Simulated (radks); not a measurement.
Question: Radial electron density D(r) = 4 pi r^2 rho(r) of an atom or ion with 29 electrons. All-electron calculation, Dirac Kohn-Sham, Wu-Cohen GGA, spin-unpolarised, spherical densities, finite nucleus; Fermi nuclear charge, rms radius of each element as measured or else 0.836 A^(1/3) + 0.57 fm. Program: a radial shooting solver on a logarithmic mesh with Libxc functionals.

r (bohr),D(r) (e/bohr)
0.001787,13.26
0.002031,16.03
0.002309,19.27
0.002624,23.06
0.002982,27.43
0.003389,32.41
0.003852,38.01
0.004378,44.19
0.004976,50.89
0.005656,57.97
0.006428,65.23
0.007306,72.39
0.008237,78.71
0.009362,84.66
0.01064,89.38
0.01209,92.51
0.01374,93.79
0.01562,93.18
0.01775,90.93
0.02018,87.67
0.02293,84.35
0.02607,82.18
0.02963,82.33
0.03367,85.64
0.03827,92.17
0.04315,100.4
0.04904,109.6
0.05574,116.6
0.06335,119.1
0.072,115.8
0.08183,107.5
0.093,97.24
0.1057,89.10
0.1201,86.39
0.1365,89.67
0.1552,95.82
0.1764,99.37
0.2005,95.32
0.226,83.14
0.2569,63.66
0.292,42.57
0.3318,24.66
0.3771,12.17
0.4286,4.835
0.4872,1.380
0.5537,0.5839
0.6293,1.269
0.7153,2.089
0.8129,2.116
0.9239,1.419
1.042,0.6911
1.184,0.2215
1.346,0.04715
1.529,0.006444
1.738,0.0005412

What is the nuclear charge?

Answer: Z = 68. The innermost maximum, from 1s, lies near gamma/Z bohr with gamma = sqrt(1 - (Z/c)^2) = 0.868, here 0.0128 bohr (found: 0.0141), and its height grows with Z. The density is that of the erbium ion Er39+ in [Ar] 3d10 5s1; the configuration itself is not fixed sharply by these data, and Z only to a few units. D(r) has 4 maxima, at r = 0.0141, 0.0628, 0.178, 0.763 bohr, and minima at 0.0276, 0.119, 0.545 bohr, inside which lie 2.03, 11.31, 28.16 electrons.
